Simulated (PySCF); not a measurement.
# How methods differ on the excitation energy of Ni²⁺

Ni²⁺ [Ar] 3d8 (3F) → Ni²⁺ [Ar] 3d7 4p1 (high-spin determinant), as a difference of total energies. Calculation: PySCF 2.14, in aug-cc-pVTZ-DK (8s7p5d3f2g, 93 functions); scalar relativity by spin-free X2C-1e. Correlated levels: valence: [Ar] frozen. The calculations carry no spin-orbit coupling.

```tsv
method	excitation energy (cm⁻¹)
UHF	96112
PBE	109720
PBE0	108260
r2SCAN	108770
r2SCAN0	107670
LC-wPBE	112350
PW91	110100
MP2 (valence)	110860
SCS-MP2 (valence)	111710
```

Q: Estimate what LDA gives.

A: 112430 cm⁻¹, closest to LC-wPBE among the rows shown.

Q: Estimate what BP86 gives.

A: 110330 cm⁻¹, closest to PW91 among the rows shown.

A first-order spin-orbit estimate (lowest level to lowest level, LS coupling) adds 0.031 eV.

The determinant of the upper state mixes LS terms, which raises its energy above the lowest term, most at the Hartree-Fock and MP2 levels.
